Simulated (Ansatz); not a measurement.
A short molecular-dynamics run on ClH4OSi2, SMILES `O[Si]([SiH3])Cl` radical.

```yaml
crystal:
  periodic: [false, false, false]
  atoms:
    - {symbol: O, position_ang: [-0.248436, 0.296907, -1.978513]}
    - {symbol: Si, position_ang: [-0.430888, -0.734942, -0.709379]}
    - {symbol: Si, position_ang: [-0.075238, 0.491466, 1.266605]}
    - {symbol: Cl, position_ang: [0.993682, -2.242208, -0.847539]}
    - {symbol: H, position_ang: [-0.083400, -0.074855, -2.848130]}
    - {symbol: H, position_ang: [-1.107766, 1.556440, 1.353834]}
    - {symbol: H, position_ang: [1.281567, 1.100513, 1.303964]}
    - {symbol: H, position_ang: [-0.237420, -0.450423, 2.403457]}
basis:
  gaussian: {orbitals: def2-SVP}
magnetization: {spin_polarized: true, initial_magnetization: 1}
hamiltonian: {xc: {name: revPBE}}
md: {timestep: 1 fs, n_steps: 50, ensemble: nvt_langevin, temperature: 1500, initial_velocities: maxwell_boltzmann, friction: 0.01, seed: 479}
```

```sh
$ ansatz run in.yaml --threads 4 --pin off --events-out ev --progress --plain --max-ram 10444MiB
```

| step | time (fs) | potential energy (eV) | kinetic (eV) | T (K) | conserved (eV) |
| --- | --- | --- | --- | --- | --- |
| 0 | 0.0 | -30374.2881 | 1.3572 | 1312 | – |
| 1 | 1.0 | -30374.1551 | 1.3093 | 1266 | – |
| 2 | 2.0 | -30373.9165 | 1.0260 | 992 | – |
| 3 | 3.0 | -30373.7883 | 1.0036 | 971 | – |
| 4 | 4.0 | -30373.8721 | 1.1548 | 1117 | – |
| 5 | 5.0 | -30374.0404 | 1.3608 | 1316 | – |
| 6 | 6.0 | -30374.1151 | 1.3596 | 1315 | – |
| 7 | 7.0 | -30374.0606 | 1.4309 | 1384 | – |
| 8 | 8.0 | -30373.8853 | 1.3874 | 1342 | – |
| 9 | 9.0 | -30373.6443 | 1.0968 | 1061 | – |
| 10 | 10.0 | -30373.4251 | 0.9764 | 944 | – |
| 11 | 11.0 | -30373.2927 | 1.1028 | 1066 | – |
| 12 | 12.0 | -30373.2939 | 0.9691 | 937 | – |
| 13 | 13.0 | -30373.4049 | 1.0288 | 995 | – |
| 14 | 14.0 | -30373.5325 | 1.0837 | 1048 | – |
| 15 | 15.0 | -30373.6270 | 1.0694 | 1034 | – |
| 16 | 16.0 | -30373.6881 | 1.1210 | 1084 | – |
| 17 | 17.0 | -30373.7031 | 1.2519 | 1211 | – |
| 18 | 18.0 | -30373.6295 | 1.0592 | 1024 | – |
| 19 | 19.0 | -30373.4286 | 0.7938 | 768 | – |
| 20 | 20.0 | -30373.2662 | 0.5781 | 559 | – |
| 21 | 21.0 | -30373.3358 | 0.6817 | 659 | – |
| 22 | 22.0 | -30373.5451 | 0.9325 | 902 | – |
| 23 | 23.0 | -30373.6499 | 1.0715 | 1036 | – |
| 24 | 24.0 | -30373.5761 | 0.9019 | 872 | – |
| 25 | 25.0 | -30373.4212 | 0.9409 | 910 | – |
| 26 | 26.0 | -30373.2575 | 0.7784 | 753 | – |
| 27 | 27.0 | -30373.1328 | 0.6911 | 668 | – |
| 28 | 28.0 | -30373.0694 | 0.6261 | 605 | – |
| 29 | 29.0 | -30373.0676 | 0.8056 | 779 | – |
| 30 | 30.0 | -30373.1009 | 0.9237 | 893 | – |
| 31 | 31.0 | -30373.1863 | 0.9926 | 960 | – |
| 32 | 32.0 | -30373.3497 | 1.1889 | 1150 | – |
| 33 | 33.0 | -30373.5533 | 1.3924 | 1347 | – |
| 34 | 34.0 | -30373.7154 | 1.4518 | 1404 | – |
| 35 | 35.0 | -30373.7148 | 1.4672 | 1419 | – |
| 36 | 36.0 | -30373.4623 | 1.3465 | 1302 | – |
| 37 | 37.0 | -30373.1380 | 1.0041 | 971 | – |
| 38 | 38.0 | -30373.1714 | 0.9501 | 919 | – |
| 39 | 39.0 | -30373.4802 | 1.3389 | 1295 | – |
| 40 | 40.0 | -30373.6748 | 1.4676 | 1419 | – |
| 41 | 41.0 | -30373.6553 | 1.4883 | 1439 | – |
| 42 | 42.0 | -30373.5026 | 1.4781 | 1429 | – |
| 43 | 43.0 | -30373.3072 | 1.2799 | 1238 | – |
| 44 | 44.0 | -30373.1320 | 1.3262 | 1282 | – |
| 45 | 45.0 | -30372.9904 | 1.1359 | 1098 | – |
| 46 | 46.0 | -30372.8847 | 0.9833 | 951 | – |
| 47 | 47.0 | -30372.8689 | 1.0094 | 976 | – |
| 48 | 48.0 | -30373.0072 | 1.1752 | 1136 | – |
| 49 | 49.0 | -30373.2737 | 1.4886 | 1440 | – |
| 50 | 50.0 | -30373.5424 | 1.7254 | 1669 | – |

Velocities are drawn at the set temperature; a run this short doesn't reach equilibrium.

Frames (Å, forces in eV/Å):

```xyz
8
time=0.0 fs
O    -0.248    0.297   -1.979    0.023    1.178   -0.369
Si   -0.431   -0.735   -0.709   -0.700   -0.510    0.791
Si   -0.075    0.491    1.267   -0.009   -0.040   -0.115
Cl    0.994   -2.242   -0.848    0.521   -0.566   -0.003
H    -0.083   -0.075   -2.848    0.101   -0.273   -0.665
H    -1.108    1.556    1.354   -0.233    0.262    0.043
H     1.282    1.101    1.304    0.328    0.158    0.039
H    -0.237   -0.450    2.403   -0.031   -0.210    0.279
8
time=2.0 fs
O    -0.247    0.304   -1.977   -0.029    1.808    0.262
Si   -0.452   -0.715   -0.720   -0.346   -1.303    1.080
Si   -0.068    0.487    1.259    0.625   -3.354    0.316
Cl    1.001   -2.256   -0.830    0.078   -0.105    0.016
H    -0.115   -0.057   -2.837    0.235   -0.643   -1.656
H    -0.971    1.496    1.353   -2.490    2.443    0.366
H     1.201    1.095    1.244    1.997    0.783   -0.017
H    -0.143   -0.511    2.426   -0.071    0.372   -0.366
8
time=4.0 fs
O    -0.243    0.317   -1.974    0.316    1.170   -1.941
Si   -0.471   -0.699   -0.729   -0.074   -1.875    1.227
Si   -0.059    0.478    1.255    1.076   -3.444    0.525
Cl    1.008   -2.272   -0.811   -0.271    0.257    0.023
H    -0.142   -0.053   -2.879   -0.053    0.170    0.385
H    -0.913    1.522    1.373   -2.626    2.493    0.516
H     1.196    1.138    1.189    1.818    0.602   -0.108
H    -0.040   -0.538    2.440   -0.186    0.627   -0.627
8
time=6.0 fs
O    -0.234    0.336   -1.976    0.338    0.960   -2.316
Si   -0.488   -0.681   -0.736    0.200   -2.217    1.134
Si   -0.052    0.464    1.254    0.893    0.015    0.499
Cl    1.016   -2.292   -0.794   -0.600    0.607    0.028
H    -0.172   -0.040   -2.894   -0.058    0.346    0.828
H    -0.945    1.634    1.407   -0.696    0.048    0.302
H     1.254    1.211    1.121    0.226   -0.269   -0.034
H     0.071   -0.537    2.424   -0.302    0.510   -0.439
8
time=8.0 fs
O    -0.222    0.358   -1.979    0.241    1.185   -1.070
Si   -0.505   -0.662   -0.741    0.474   -2.336    0.917
Si   -0.041    0.449    1.257    0.653    2.817   -0.061
Cl    1.026   -2.312   -0.779   -0.874    0.897    0.028
H    -0.204   -0.004   -2.879    0.014   -0.056   -0.203
H    -1.007    1.764    1.442    0.618   -1.650    0.080
H     1.321    1.265    1.063   -0.823   -0.838    0.098
H     0.158   -0.505    2.386   -0.302   -0.018    0.212
8
time=10.0 fs
O    -0.208    0.383   -1.983    0.225    1.327    0.153
Si   -0.521   -0.643   -0.745    0.697   -2.343    0.649
Si   -0.032    0.438    1.260    0.497    4.358   -0.822
Cl    1.035   -2.331   -0.765   -1.078    1.121    0.025
H    -0.240    0.038   -2.870   -0.018   -0.415   -1.155
H    -1.056    1.863    1.486    1.128   -2.288   -0.076
H     1.368    1.277    1.023   -1.279   -1.034    0.181
H     0.206   -0.469    2.350   -0.171   -0.725    1.046
8
time=12.0 fs
O    -0.195    0.410   -1.987    0.148    0.782   -0.495
Si   -0.533   -0.624   -0.749    0.862   -2.303    0.365
Si   -0.018    0.436    1.264    0.185    4.330   -0.817
Cl    1.045   -2.351   -0.746   -1.219    1.288    0.009
H    -0.277    0.083   -2.897    0.007   -0.087   -0.169
H    -1.071    1.899    1.520    1.291   -2.411   -0.152
H     1.367    1.229    0.993   -1.102   -0.815    0.179
H     0.244   -0.458    2.355   -0.173   -0.785    1.081
8
time=14.0 fs
O    -0.183    0.436   -1.993   -0.051    0.193   -1.243
Si   -0.540   -0.613   -0.752    0.986   -2.129   -0.008
Si   -0.005    0.445    1.266   -0.595    2.705    0.250
Cl    1.054   -2.368   -0.726   -1.296    1.395   -0.018
H    -0.301    0.138   -2.938    0.132    0.208    1.038
H    -1.035    1.846    1.539    1.197   -2.187   -0.163
H     1.305    1.143    0.969    0.006   -0.119   -0.007
H     0.270   -0.487    2.401   -0.379   -0.066    0.151
8
time=16.0 fs
O    -0.172    0.464   -2.000   -0.176   -0.078   -0.822
Si   -0.544   -0.608   -0.755    1.106   -1.850   -0.336
Si    0.005    0.456    1.269   -1.754    0.403    1.181
Cl    1.062   -2.380   -0.708   -1.338    1.458   -0.056
H    -0.326    0.196   -2.949    0.166    0.131    1.058
H    -0.970    1.727    1.538    0.734   -1.390   -0.036
H     1.249    1.040    0.937    1.765    0.808   -0.397
H     0.275   -0.521    2.448   -0.503    0.519   -0.591
8
time=18.0 fs
O    -0.154    0.487   -2.009    0.059    0.110    1.456
Si   -0.546   -0.605   -0.760    1.254   -1.569   -0.577
Si    0.012    0.465    1.270   -0.448   -2.472    0.993
Cl    1.069   -2.393   -0.691   -1.378    1.508   -0.095
H    -0.340    0.245   -2.915   -0.173   -0.389   -0.895
H    -0.871    1.553    1.528   -1.074    1.087    0.496
H     1.254    0.962    0.884    2.242    1.009   -0.538
H     0.268   -0.542    2.459   -0.482    0.716   -0.841
8
time=20.0 fs
O    -0.135    0.510   -2.017    0.094   -0.075    2.229
Si   -0.544   -0.604   -0.764    1.413   -1.278   -0.802
Si    0.019    0.469    1.270    3.323   -4.909   -0.398
Cl    1.077   -2.402   -0.678   -1.402    1.531   -0.128
H    -0.353    0.270   -2.907   -0.316   -0.508   -1.388
H    -0.818    1.429    1.517   -3.533    4.128    1.235
H     1.334    0.922    0.827    0.795    0.535   -0.067
H     0.251   -0.542    2.436   -0.373    0.576   -0.681
8
time=22.0 fs
O    -0.117    0.529   -2.022   -0.556   -0.859    0.189
Si   -0.539   -0.604   -0.767    1.483   -1.063   -0.963
Si    0.028    0.464    1.272    2.860   -2.360   -1.142
Cl    1.083   -2.409   -0.664   -1.407    1.539   -0.149
H    -0.388    0.279   -2.946    0.269    0.081    0.843
H    -0.886    1.430    1.561   -2.001    2.508    0.755
H     1.427    0.881    0.785   -0.490    0.276    0.393
H     0.221   -0.509    2.388   -0.157   -0.121    0.074
8
time=24.0 fs
O    -0.102    0.548   -2.025   -0.789   -1.190   -0.061
Si   -0.529   -0.606   -0.772    1.514   -0.824   -1.025
Si    0.040    0.458    1.270    0.589    1.319   -1.380
Cl    1.087   -2.416   -0.645   -1.396    1.551   -0.174
H    -0.414    0.289   -2.946    0.451    0.222    1.207
H    -1.024    1.530    1.636    0.782   -0.292   -0.231
H     1.504    0.854    0.766   -1.186    0.178    0.644
H     0.187   -0.462    2.355    0.034   -0.965    1.020
8
time=26.0 fs
O    -0.088    0.565   -2.026   -0.602   -1.191    0.834
Si   -0.517   -0.612   -0.779    1.529   -0.569   -0.970
Si    0.054    0.457    1.267   -0.566    2.368   -1.047
Cl    1.090   -2.418   -0.627   -1.370    1.551   -0.207
H    -0.434    0.307   -2.912    0.226    0.055    0.341
H    -1.143    1.642    1.703    1.885   -1.397   -0.701
H     1.521    0.848    0.770   -1.172    0.178    0.678
H     0.143   -0.451    2.365    0.070   -0.995    1.072
8
time=28.0 fs
O    -0.069    0.577   -2.027   -0.328   -1.154    1.759
Si   -0.507   -0.620   -0.787    1.598   -0.325   -0.895
Si    0.070    0.454    1.264   -1.380    1.937   -0.070
Cl    1.092   -2.421   -0.608   -1.348    1.541   -0.246
H    -0.443    0.328   -2.882   -0.100   -0.140   -0.563
H    -1.199    1.708    1.746    2.130   -1.683   -0.860
H     1.496    0.860    0.818   -0.628    0.268    0.488
H     0.110   -0.470    2.404    0.055   -0.445    0.388
8
time=30.0 fs
O    -0.052    0.581   -2.022   -0.354   -1.207    1.600
Si   -0.498   -0.629   -0.803    1.681   -0.215   -0.529
Si    0.089    0.454    1.264   -2.564    0.978    1.047
Cl    1.093   -2.423   -0.587   -1.320    1.511   -0.313
H    -0.449    0.335   -2.869   -0.072   -0.073   -0.581
H    -1.188    1.709    1.749    2.111   -1.697   -0.884
H     1.448    0.898    0.899    0.425    0.496    0.142
H     0.083   -0.498    2.464    0.092    0.207   -0.483
8
time=32.0 fs
O    -0.037    0.581   -2.016   -0.846   -1.473    0.331
Si   -0.488   -0.640   -0.825    1.752   -0.173   -0.068
Si    0.104    0.453    1.265   -3.076    0.148    1.588
Cl    1.096   -2.425   -0.564   -1.285    1.461   -0.394
H    -0.457    0.328   -2.880    0.455    0.280    0.446
H    -1.097    1.636    1.716    1.785   -1.414   -0.801
H     1.422    0.960    0.963    1.019    0.592   -0.030
H     0.061   -0.515    2.519    0.196    0.579   -1.071
8
time=34.0 fs
O    -0.027    0.579   -2.012   -1.055   -1.487   -0.442
Si   -0.471   -0.651   -0.846    1.753   -0.181    0.369
Si    0.116    0.452    1.269   -1.371   -0.663    0.974
Cl    1.100   -2.423   -0.546   -1.232    1.394   -0.472
H    -0.463    0.339   -2.891    0.740    0.425    0.998
H    -0.921    1.521    1.650    0.367   -0.162   -0.348
H     1.436    1.055    1.005    0.497    0.167    0.042
H     0.046   -0.498    2.539    0.300    0.507   -1.121
8
time=36.0 fs
O    -0.021    0.564   -2.006   -0.562   -1.007   -0.107
Si   -0.452   -0.661   -0.867    1.658   -0.331    0.922
Si    0.128    0.450    1.278    2.750   -2.936   -0.996
Cl    1.106   -2.421   -0.531   -1.166    1.320   -0.534
H    -0.422    0.347   -2.885    0.387    0.235    0.316
H    -0.735    1.420    1.574   -2.948    3.254    0.743
H     1.485    1.154    1.038   -0.424   -0.539    0.154
H     0.052   -0.464    2.502    0.305    0.004   -0.497
8
time=38.0 fs
O    -0.015    0.546   -2.000    0.223   -0.298    0.942
Si   -0.432   -0.671   -0.889    1.480   -0.575    1.543
Si    0.144    0.446    1.288    4.182   -3.034   -2.425
Cl    1.110   -2.419   -0.518   -1.084    1.241   -0.584
H    -0.358    0.349   -2.871   -0.221   -0.084   -1.170
H    -0.658    1.427    1.531   -3.932    4.462    0.967
H     1.529    1.218    1.069   -0.876   -0.967    0.184
H     0.065   -0.428    2.450    0.228   -0.745    0.543
8
time=40.0 fs
O    -0.008    0.527   -1.991    0.201    0.097   -0.195
Si   -0.407   -0.680   -0.908    1.195   -0.959    2.182
Si    0.165    0.442    1.294    0.936    1.442   -2.141
Cl    1.114   -2.420   -0.505   -0.985    1.164   -0.617
H    -0.298    0.341   -2.896    0.030    0.042   -0.530
H    -0.730    1.594    1.527   -0.624    0.308    0.065
H     1.540    1.245    1.115   -0.849   -1.028    0.123
H     0.089   -0.417    2.428    0.096   -1.066    1.113
8
time=42.0 fs
O    -0.006    0.511   -1.981    0.006    0.368   -2.524
Si   -0.379   -0.690   -0.923    0.855   -1.375    2.745
Si    0.186    0.443    1.298   -1.075    2.696   -1.291
Cl    1.114   -2.422   -0.495   -0.862    1.082   -0.640
H    -0.238    0.335   -2.950    0.460    0.320    1.344
H    -0.836    1.779    1.535    0.985   -1.783   -0.236
H     1.519    1.227    1.190   -0.354   -0.699   -0.035
H     0.127   -0.442    2.450   -0.016   -0.610    0.638
8
time=44.0 fs
O    -0.004    0.494   -1.977    0.342    0.829   -2.986
Si   -0.348   -0.702   -0.932    0.562   -1.661    3.163
Si    0.206    0.447    1.300   -2.394    1.711   -0.220
Cl    1.112   -2.423   -0.484   -0.717    0.981   -0.661
H    -0.146    0.334   -2.966    0.296    0.275    1.451
H    -0.917    1.904    1.516    1.436   -2.306   -0.214
H     1.487    1.189    1.271    0.579   -0.078   -0.165
H     0.162   -0.502    2.497   -0.104    0.250   -0.368
8
time=46.0 fs
O     0.000    0.479   -1.977    0.730    1.402   -1.046
Si   -0.316   -0.714   -0.938    0.344   -1.775    3.464
Si    0.224    0.455    1.298   -3.240    0.633    0.380
Cl    1.110   -2.426   -0.471   -0.570    0.871   -0.689
H    -0.041    0.347   -2.928    0.019   -0.054   -0.757
H    -0.940    1.949    1.468    1.543   -2.377   -0.107
H     1.479    1.150    1.355    1.372    0.438   -0.201
H     0.188   -0.561    2.535   -0.197    0.863   -1.043
8
time=48.0 fs
O     0.006    0.462   -1.986    0.671    1.677    0.143
Si   -0.284   -0.723   -0.940    0.151   -1.764    3.588
Si    0.238    0.463    1.296   -2.577    0.646    0.337
Cl    1.105   -2.427   -0.459   -0.414    0.737   -0.704
H     0.069    0.361   -2.915    0.143   -0.210   -2.074
H    -0.908    1.905    1.419    1.519   -2.270    0.020
H     1.534    1.138    1.414    0.796    0.195   -0.248
H     0.213   -0.594    2.512   -0.289    0.988   -1.061
8
time=50.0 fs
O     0.014    0.446   -1.995    1.004    1.487   -2.722
Si   -0.253   -0.735   -0.938   -0.023   -1.584    3.469
Si    0.245    0.473    1.292   -1.132    0.508   -0.103
Cl    1.101   -2.427   -0.448   -0.231    0.549   -0.697
H     0.191    0.372   -2.970   -0.188   -0.032    0.854
H    -0.806    1.756    1.373    0.994   -1.545    0.196
H     1.609    1.127    1.441   -0.074   -0.168   -0.326
H     0.221   -0.604    2.440   -0.350    0.785   -0.671
```

Run time 58 s (4 threads of an Arm Neoverse V2 on a shared host); peak host memory 0.15 GiB.
